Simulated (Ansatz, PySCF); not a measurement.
Spin states of CNiO (SMILES [O+]#[C-]->[Ni]), each relaxed with B3LYP-D3(BJ)/def2-TZVP.
State 1 (charge 0, multiplicity 1):
```json
[
 {"atom": "Ni", "x (Å)": "-0.9642", "y (Å)": "-0.7684", "z (Å)": "-0.8805"},
 {"atom": "O", "x (Å)": "0.8298", "y (Å)": "0.7071", "z (Å)": "0.7325"},
 {"atom": "C", "x (Å)": "0.1014", "y (Å)": "0.1087", "z (Å)": "0.0777"}
]
```
State 2 (charge 0, multiplicity 3):
```xyz
3

Ni    -0.975    -0.912    -0.912
O      0.913     0.556     0.773
C      0.029     0.404     0.068
```

Singlets are restricted, other states unrestricted; no spin–orbit coupling, no relativity up to Kr; see below for the cores. The largest T1 diagnostic is 0.054.

Correlated levels freeze the inner cores; with def2 sets outer-core shells near the valence are correlated too.

Codes used: Ansatz (Gaussian orbitals); PySCF for the dispersion terms. Each number belongs to the level named beside it.

PBE/def2-TZVPP gives 1.562 eV for the energy of the multiplicity-3 state less that of the multiplicity-1 state.

Q: How do the other levels lie against it? Give each less PBE: PBE-D3(BJ)/def2-TZVPP, r2SCAN/def2-TZVPP, B3LYP/def2-TZVPP, wB97M-V/def2-TZVPP, B2PLYP/def2-TZVPP, CCSD(T)/def2-SVP.

A: PBE-D3(BJ)/def2-TZVPP -0.001; r2SCAN/def2-TZVPP -0.481; B3LYP/def2-TZVPP -0.690; wB97M-V/def2-TZVPP -0.702; B2PLYP/def2-TZVPP 0.544; CCSD(T)/def2-SVP -1.228 eV. 1 of 6 lie above PBE; the widest gap is to CCSD(T)/def2-SVP.

Doubts at one or more of the structures used: T1 above 0.05 (CCSD(T)/def2-SVP); a restricted determinant that unrestricted orbitals would lower (CCSD(T)/def2-SVP).

Ansatz is an electronic-structure program.
